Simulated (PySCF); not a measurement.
Method: TPSSh-D3(BJ)/def2-TZVP // B3LYP-D3(BJ)/def2-TZVP (PySCF). Gas-phase values, no solvent. One relaxed conformer stands for a flexible species; it need not be the lowest. 

Reference species (SMILES): `[SiH3]B([SiH3])[SiH3]` (neutral, multiplicity 1).

The HOMO is -7.42 eV and the S1 oscillator strength comes out as 0.000.

Changed species: `SB(S)S` (3 of 3 SiH3 replaced by SH; the reference has 0 of 3 SiH3 replaced by SH).

Question: What does the change do to the HOMO and S1 oscillator strength?

Answer: the HOMO goes up by 0.50 eV, to -6.92 eV; the S1 oscillator strength is nearly the same.
